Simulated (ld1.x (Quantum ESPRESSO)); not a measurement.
## Reading a pseudo-wave (Al (Z = 13))

Columns: radius, all-electron u(r) and pseudo u(r) of the 3p shell (level -2.72 eV) of aluminium in the configuration [Ne] 3s2 3p1; PBE, non-relativistic, TM scheme, ld1.x (Quantum ESPRESSO) 7.5.

```tsv
r (bohr)	all-electron	pseudo
0.110	0.0831	-0.0028
0.220	0.1757	-0.0110
0.330	0.2133	-0.0244
0.440	0.2022	-0.0430
0.550	0.1594	-0.0662
0.660	0.0991	-0.0936
0.770	0.0307	-0.1247
0.880	-0.0396	-0.1589
0.990	-0.1083	-0.1954
1.100	-0.1732	-0.2336
1.210	-0.2331	-0.2727
1.320	-0.2874	-0.3118
1.430	-0.3360	-0.3501
1.540	-0.3793	-0.3867
1.650	-0.4175	-0.4208
1.760	-0.4505	-0.4518
1.870	-0.4786	-0.4789
1.980	-0.5018	-0.5019
2.090	-0.5206	-0.5206
2.200	-0.5351	-0.5351
2.310	-0.5459	-0.5459
2.420	-0.5531	-0.5531
2.530	-0.5571	-0.5571
2.640	-0.5584	-0.5584
2.750	-0.5572	-0.5572
2.860	-0.5538	-0.5538
```

(1) How many radial nodes do the two functions have?

(2) At about which radius was the pseudo-wave matched?

(3) Is the pseudo-wave norm-conserving?

Results:

(1) The all-electron 3p function has n − l − 1 = 1; the pseudo-wave has 0, since the states of the same l below it are removed with the core.

(2) 2.20 bohr. The columns agree to 0.0005 from 1.87 bohr on; several derivatives are matched, so the curves merge somewhat inside the radius.

(3) Yes: the TM scheme keeps the norm inside the radius equal to the all-electron one, which fixes the energy derivative of the logarithmic derivative at the level.
